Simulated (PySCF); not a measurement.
From computed data to an observable: dipole moment from atomic charges

Ge(H)2(Cl)(NH2) (ClGeH4N), SMILES [NH2][GeH2][Cl]. Atoms are numbered in the order given.

```xyz
7

Ge    -0.4017    -0.3939     0.0000
N      0.9492    -1.6051     0.0000
Cl     0.3267     1.6579     0.0000
H     -1.2095    -0.5593    -1.2871
H     -1.2095    -0.5593     1.2871
H      1.5379    -1.6125     0.8291
H      1.5379    -1.6125    -0.8291
```
Charge 0, spin multiplicity 1.

Geometry: ωB97X-D3(BJ)/def2-SVP. One conformer was computed; it need not be the lowest.

Charges (e) from PySCF with PBE/def2-TZVPD:

| atom | ESP fit | IAO |
|---|---|---|
| Ge1 | 0.406 | 0.745 |
| N2 | -0.845 | -0.785 |
| Cl3 | -0.254 | -0.350 |
| H4 | -0.007 | -0.075 |
| H5 | -0.007 | -0.075 |
| H6 | 0.354 | 0.271 |
| H7 | 0.354 | 0.271 |

The dipole moment of the full density is 1.74 D.

**Question.** What dipole moment does each set of point charges give, and which comes closer to that of the density?

**Answer.** 
μ = Σ q r, and 1 e Å = 4.8032 D.
ESP fit: Σ q r = (0.058, -0.359, 0.000) e Å, |μ| = 1.74 D.
IAO: Σ q r = (-0.144, -0.404, 0.000) e Å, |μ| = 2.06 D.
ESP fit comes closer in size. Point charges leave out the atoms' own dipoles (lone pairs, polarised bonds); fits to the potential absorb them, partitions of the density don't.
